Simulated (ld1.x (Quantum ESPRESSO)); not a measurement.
## aluminium, TM: configuration errors across variants

```
Element                 : Al (Z = 13)
Generator               : ld1.x (Quantum ESPRESSO) 7.5
Type                    : norm-conserving Troullier–Martins (Kleinman–Bylander form)
Functional              : PBE
Relativity              : scalar-relativistic
Frozen core             : [Ne]
Valence charge          : 3
Reference configuration : 3s2 3p1
Partial waves           : 3s (bound): rc 2.25 bohr; 3p (bound): rc 2.25 bohr
Local potential         : all-electron potential smoothed inside 2.05 bohr (lloc = -2)
Core correction         : none
```

All-electron excitation energies from the reference (eV): (1) 3s2 3p0 5.761; (2) 3s1 3p0 24.987; (3) 3s2 3p0.5 2.086; (4) 3s1 3p1 11.571; (5) 3s2 3p1.3 -0.575; (6) 3s0 3p3 10.451; (7) 3s1 3p2 5.139.

4 further variants failed, have other tests or another functional or relativity, and are left out.

Errors AE − PS in meV (a dash: test not solved or not reliable):

| change | (1) | (2) | (3) | (4) | (5) | (6) | (7) | bound ghosts |
| --- | --- | --- | --- | --- | --- | --- | --- | --- |
| base | -1.2 | +23 | -0.2 | +9.1 | 0.0 | +31 | +6.4 | none |
| local potential the p channel | -2.7 | +16 | -0.5 | +7.6 | 0.0 | +31 | +6.3 | none |
| wave 3p (bound): rc 2.25 bohr becomes 3p (bound): rc 3.18 bohr | -2.0 | +20 | -0.3 | +10 | 0.0 | +35 | +7.5 | none |
| all radii scaled by about 1.12 (s 2.52, p 2.52 bohr); local potential all-electron potential smoothed inside 2.30 bohr (lloc = -2) | -1.2 | +18 | -0.2 | +5.1 | 0.0 | +30 | +3.9 | none |
| local potential all-electron potential smoothed inside 0.94 bohr (lloc = -2) | +5.6 | +55 | +1.0 | +13 | +0.2 | +31 | +6.5 | none |
| wave 3s (bound): rc 2.25 bohr becomes 3s (bound): rc 3.16 bohr | +2.9 | +7.3 | +0.2 | -10 | 0.0 | -7.5 | -9.9 | none |
| core correction a·sin(br)/r model core inside 1.74 bohr | +0.5 | +10 | +0.1 | +0.1 | +0.1 | -7.9 | -2.3 | none |
| local potential the s channel | -1.6 | +22 | -0.2 | +11 | 0.0 | +32 | +6.6 | none |

Give the same row for: wave 3s (bound): rc 2.25 bohr becomes 3s (bound): rc 2.40 bohr.

-0.9, +22, -0.2, +7.4, 0.0, +31, +5.4; bound ghosts: none.
